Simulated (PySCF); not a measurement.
A structure optimised at PBE-D3(BJ)/def2-TZVP, used in a PySCF frequency run:

```xyz
4

O      0.0000     1.1751     0.1641
C      0.0000     0.0000    -0.2081
O      0.0000    -1.1751     0.1641
H      0.0000     0.0000    -1.3768
```
Charge 0, spin multiplicity 2.

### Question
Write its SMILES, formula and point group.

### Answer
[O]C=O, CHO₂, C2v

### Question
What are its rotational constants (standard atomic weights)?

### Answer
155.45, 11.437, 10.654 GHz
